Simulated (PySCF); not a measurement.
Computed data (PySCF 2.14): coordinates at the GFN2-xTB level, NMR shieldings at PBE0/pcSseg-1/GIAO. Isolated molecule, a single conformation, relativity neglected, rapidly exchanging positions averaged.

Chemical shifts δ = σref − σ; 1H and 13C vs TMS, all at this level. Shifts are as computed. Against solution values, carbons near 30 ppm lie about +3 ppm off and those near 130 ppm about +5 ppm; carbons on Cl a further +6 ppm (rms about the fit 2.1 ppm; single classes can miss by 10 ppm). Of 1328 compounds with measured shifts, 309 miss one by over three times the rms of a fit or turn the order of signals round; such compounds aren't used in these exercises. Signals without a measured value on file couldn't be tested in this way; 1H shifts scatter by 0.2 ppm about their fit, and single ones miss by 0.5 ppm. Carbons bonded to Cl come out too deshielded. OH and NH positions are gas-phase values without hydrogen bonding to other molecules.

Q: Order these molecules by the shift of their most shielded carbon-bound hydrogen, lowest δ first.
A. C[C@H](Cl)[C@@H](C)F
B. Cn1cc(N)cn1
C. CC#Cc1ncno1
D. O=Cc1ncccn1

A: A (1.59 ppm, hydrogen on a methyl carbon), C (2.44 ppm, hydrogen on a propargylic methyl carbon), B (3.90 ppm, hydrogen on a methyl carbon bonded to N), D (7.37 ppm, hydrogen on an aromatic CH).

Q: Order these molecules by the shift of their most deshielded carbon, lowest δ first.
A. CC#Cc1ncno1
B. O=Cc1ncccn1
C. C[C@H](Cl)[C@@H](C)F
D. Cn1cc(N)cn1

A: C (97.3 ppm, sp3 CH bonded to F), D (139.8 ppm, aromatic carbon bearing nitrogen), A (169.0 ppm, substituted aromatic carbon next to the ring oxygen), B (199.0 ppm, aldehyde carbonyl carbon).

Q: How many 13C and 1H signals does each give (equivalence by symmetry and fast rotation, but not about amide C–N or C=N bonds)? `Cn1cc(N)cn1`, `O=Cc1ncccn1`, `CC#Cc1ncno1`, `C[C@H](Cl)[C@@H](C)F`

A: Cn1cc(N)cn1: 4 C, 4 H; O=Cc1ncccn1: 4 C, 3 H; CC#Cc1ncno1: 5 C, 2 H; C[C@H](Cl)[C@@H](C)F: 4 C, 4 H.
